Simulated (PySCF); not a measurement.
Computed shifts of a molecule CH₉N₃Si, PBE0/pcSseg-1 run with PySCF, GIAO, gas phase, atoms alike by connectivity averaged where their shifts nearly agree, in ppm (number of nuclei): ¹⁵N: 18.9 (1), 14.7 (1), 13.0 (1). ¹³C: 36.8 (1). ²⁹Si: -22.7 (1). ¹H: 5.17 (1), 2.18 (2), 0.86 (1), 0.52 (1), 0.48 (1), 0.33 (1), 0.32 (1), 0.07 (1). References: ¹⁵N against NH3 (σ = 267.4 ppm); ¹³C against TMS (σ = 186.3 ppm); ²⁹Si against TMS (σ = 352.7 ppm); ¹H against TMS (σ = 31.56 ppm), references at their B3LYP-D3(BJ)/def2-TZVP geometries, non-relativistic. The structure is a stationary point at r2SCAN-D4/def2-SVP. One conformer was computed; it need not be the lowest.

### Question
Pick the molecule that these values belong to.
A) CN[SiH](N)N
B) NC[SiH](N)N
C) C[Si](N)(N)N

### Answer
B, NC[SiH](N)N
